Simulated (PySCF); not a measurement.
Species: SnCl2.
Structure used (PBE0-D3(BJ)/def2-SVP), in Å, numbered top down from 1:
```xyz
3
SnCl2 angstrom
Sn     0.0136   -0.0835   -1.0495
Cl     1.7828   -0.0428    0.5489
Cl    -1.8128    0.0290    0.4807
```

Computed with PBE0-D3(BJ)/def2-SVP geometry optimisation, gas phase, def2 core potentials past Kr in PySCF 2.14.0.

Take the most abundant isotopes and a rigid rotor. 

Problem. What are A, B and C (GHz)?

Solution. Ia = 108.39, Ib = 226.21, Ic = 334.61 u·Å²; 505379 MHz·u·Å²/I gives 4662, 2234 and 1510 MHz, that is A = 4.6624, B = 2.2341, C = 1.5104 GHz.

Problem. Classify the top.

Solution. An asymmetric top: κ = (2 × 2234 − 4662 − 1510)/(4662 − 1510) = -0.54.

Problem. Which lines would a microwave search look for?

Solution. The dipole components are |μa| = 0.00 D, |μb| = 3.31 D, |μc| = 0.00 D; the symmetry axis of this C2v structure is b, so μa and μc vanish by symmetry and there are no a-type or c-type lines. Some lines, for components of 0.1 D or more:

```csv
type,branch,"J(Ka,Kc)",MHz,lower level (cm⁻¹)
b,Q,"1(1,0) ← 1(0,1)",3152,0.125
b,Q,"2(1,1) ← 2(0,2)",4015,0.370
b,R,"2(0,2) ← 1(1,1)",4922,0.206
b,R,"1(1,1) ← 0(0,0)",6173,0.000
b,Q,"2(2,0) ← 2(1,1)",7424,0.504
b,R,"2(1,2) ← 1(0,1)",9194,0.125
b,Q,"2(2,1) ← 2(1,2)",9456,0.432
b,R,"2(2,1) ← 1(1,0)",15498,0.230
b,R,"2(2,0) ← 1(1,1)",16360,0.206
```

Problem. Estimate the classical rotational partition function at 25 K, 200 K and 298.15 K.

Solution. Point group C2v, symmetry number σ = 2; q = (√π/σ)·√((kT/h)³/(ABC)), k/h = 20836.6 MHz/K: 2660 at 25 K, 60100 at 200 K, 109000 at 298.15 K.

No frequency check. No vibrational averaging or centrifugal distortion is included, and the geometry carries the error of its method. Quadrupole hyperfine structure (35Cl) is left out.
